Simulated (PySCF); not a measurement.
# 33S chemical shifts

Gas phase, fast rotation and ring inversion assumed for equivalent nuclei, non-relativistic, single conformer. PBE0/pcSseg-1 with gauge-including orbitals; geometry: GFN2-xTB; PySCF 2.14.

Shieldings were converted by a linear fit to measured shifts: 33S: δ = 158.28 − 0.937σ (rms 33.3 ppm, 20 shifts vs sulfate, solution or neat liquid). A few per cent of atoms miss by over 2 rms, more outside the fitted compound classes.

Q: Give the 33S shifts of `N#C[C@H]1C[Si@H](S[SiH3])C1`, `C=C[S@@](=O)c1ccccc1`.

A: 
| compound | environment | δ (ppm) |
| --- | --- | --- |
| N#C[C@H]1C[Si@H](S[SiH3])C1 | sulfur bonded to 2 Si | -576 |
| C=C[S@@](=O)c1ccccc1 | sulfoxide sulfur | -33 |

Q: Match the shifts 8, -47, -130, -349, -565 ppm to `[SiH3]N([SiH3])c1ccsc1`, `N#C[SiH2][Si@@](N)(C#N)S[SiH3]`, `C#CCS(=O)(=O)Cl`, `CS[C@@H]1[SiH2]C[Si@H]1C#N`, `O=C(F)c1ccc(C(=O)F)s1`.

A: 8: C#CCS(=O)(=O)Cl (sulfonyl sulfur); -47: O=C(F)c1ccc(C(=O)F)s1 (aromatic ring sulfur); -130: [SiH3]N([SiH3])c1ccsc1 (aromatic ring sulfur); -349: CS[C@@H]1[SiH2]C[Si@H]1C#N (sulfide sulfur); -565: N#C[SiH2][Si@@](N)(C#N)S[SiH3] (sulfur bonded to 2 Si).
